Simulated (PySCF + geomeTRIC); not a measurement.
Species: C₂H₄Si, SMILES `C=C=[SiH2]` (charge 0, multiplicity 1).

Question: Give a relaxed geometry from PySCF + geomeTRIC with ωB97X-D3(BJ)/def2-TZVP.

Answer: the end point of this relaxation (outside a Z-matrix the atoms follow the SMILES, hydrogens last).
Cartesian coordinates (Å) in one orientation:
```xyz
7

C     -1.521    -0.019     0.045
C     -0.214    -0.003     0.009
Si     1.463     0.018    -0.037
H     -2.120    -0.050    -0.864
H     -2.069    -0.003     0.986
H      2.214     1.283    -0.089
H      2.247    -1.227    -0.026
```
